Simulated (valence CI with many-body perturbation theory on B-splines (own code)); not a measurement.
## Energy levels of Ta III

Method: relativistic CI+MBPT: three valence electrons over a frozen Dirac-Fock core [Xe] 4f14, radial functions for each j: 9 s, 9 p, 10 d, 8 f, 5 g, 3 h, 1 i, with the one-electron correlation potential Σ1 (screened to all orders), the two-electron term Σ2, the three-electron term Σ3, Breit, model QED; selected single and double excitations, second order for the rest, scaled by the run's own slope (own B-spline code, finite nucleus).

No measured levels were compared; by estimate terms of the open shell hold to 2 to 4 % of their energy, and close levels can change places; different configurations can be misplaced against each other by 1,000 to 8,000 cm⁻¹. Core correlation moves these levels by up to 14000 cm⁻¹, and in measured spectra 5 to 20 % of such shifts remained as error; rates that hang on mixing are uncertain with them.

Levels 46 to 69 of 69, with energies above the lowest level, 5d³ ⁴F_3/2. "Leading %" is the weight of the configuration and term that name the level; weights of strongly mixed levels are sums over their largest components and can fall short. In the jj column 3d3/2^4 stands for four electrons in 3d with j = 3/2. Lifetimes count E1, E2, E3, M1 and M2 decay at the calculated energies, and are blank where another channel may lead or the interval is too uncertain; long ones can be off by a factor of two.

```tsv
No.	Configuration	Term	J	E (cm⁻¹)	Leading %	Leading jj	Lifetime
46	5d²6p	⁴F°	7/2	61157	52	5d5/2^2 6p1/2 (37 %)	1.26 ns
47	5d²6p	²P°	3/2	61435	30	5d3/2 5d5/2 6p1/2 (42 %)	1.06 ns
48	5d²6p	²S°	1/2	62421	33	5d3/2^2 6p1/2 (32 %)	1.82 ns
49	5d²6p	²F°	7/2	62754	36	5d3/2 5d5/2 6p3/2 (30 %)	1.21 ns
50	5d²6p	⁴D°	5/2	63533	53	5d3/2 5d5/2 6p3/2 (39 %)	976 ps
51	5d²6p	⁴D°	1/2	63914	51	5d3/2 5d5/2 6p1/2 (65 %)	1.70 ns
52	5d²6p	⁴F°	9/2	64373	37	5d3/2 5d5/2 6p3/2 (77 %)	1.16 ns
53	5d²6p	⁴D°	3/2	64546	56	5d3/2 5d5/2 6p1/2 (43 %)	965 ps
54	5d²6p	²F°	5/2	65267	37	5d3/2 5d5/2 6p3/2 (40 %)	1.57 ns
55	5d²6p	²G°	7/2	65458	51	5d3/2 5d5/2 6p3/2 (61 %)	1.13 ns
56	5d²6p	⁴D°	3/2	66527	27	5d3/2 5d5/2 6p1/2 (32 %)	1.70 ns
57	5d²6p	⁴G°	11/2	66604	96	5d5/2^2 6p3/2 (64 %)	1.51 ns
58	5d²6p	²F°	7/2	67131	40	5d3/2 5d5/2 6p3/2 (46 %)	1.20 ns
59	5d²6p	²D°	5/2	67797	22	5d3/2 5d5/2 6p3/2 (28 %)	1.28 ns
60	5d²6p	⁴D°	3/2	67967	39	5d3/2 5d5/2 6p3/2 (28 %)	1.52 ns
61	5d²6p	⁴F°	9/2	69302	40	5d5/2^2 6p3/2 (42 %)	1.22 ns
62	5d²6p	⁴S°	3/2	69605	37	5d5/2^2 6p1/2 (32 %)	1.35 ns
63	5d²6p	²F°	5/2	69763	59	5d3/2 5d5/2 6p3/2 (38 %)	1.00 ns
64	5d²6p	²P°	1/2	70203	53	5d3/2 5d5/2 6p3/2 (68 %)	1.04 ns
65	5d²6p	⁴P°	3/2	70447	24	5d3/2 6s 6p1/2 (31 %)	1.17 ns
66	5d²6p	²G°	7/2	70568	47	5d3/2 5d5/2 6p3/2 (31 %)	879 ps
67	5d²6p	⁴D°	5/2	71032	54	5d3/2 5d5/2 6p3/2 (39 %)	2.07 ns
68	5d6s6p	⁴D°	1/2	71482	64	5d3/2 6s 6p1/2 (58 %)	721 ps
69	5d6s6p	⁴F°	5/2	71963	52	5d3/2 6s 6p1/2 (25 %)	1.51 ns
```

Names give the largest LS component (configuration and term), which can be under half, so a name can repeat, a term be missing and a line seem to break the LS rules; names also repeat where a configuration has a term twice.

Where two levels of one J and parity lie close, their mixing, g and order are uncertain.
